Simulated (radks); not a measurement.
Question: Se I, configuration [Ar] 3d10 4s2 4p4. Method: scalar-relativistic Kohn-Sham, PBE, spin-unpolarised, spherical densities, finite nucleus; Fermi nuclear charge, rms radius 4.14 fm; hard spherical wall at 12 bohr; computed with a radial shooting solver on a logarithmic mesh with Libxc functionals. Some entries of the table are withheld. Estimate them.

| orbital | occ. | eigenvalue (Ry) | <1/r> (bohr^-1) |
|---|---|---|---|
| 1s | 2 | -919.0958 | 34.56 |
| 2s | 2 | -118.1254 | 7.632 |
| 2p | 6 | -103.8987 | 7.474 |
| 3s | 2 | (1) | 2.488 |
| 3p | 6 | -11.24380 | 2.335 |
| 3d | 10 | -3.90457 | 2.031 |
| 4s | 2 | -1.27054 | 0.7373 |
| 4p | 4 | -0.47855 | 0.5730 |
| 5s | 0 | -0.02031 | 0.2079 |
| 5p | 0 | 0.08101 | (2) |
| 4d | 0 | 0.12867 | 0.1831 |

Answer: 
(1) 3s eigenvalue (Ry): -15.69264
(2) 5p <1/r> (bohr^-1): 0.1811
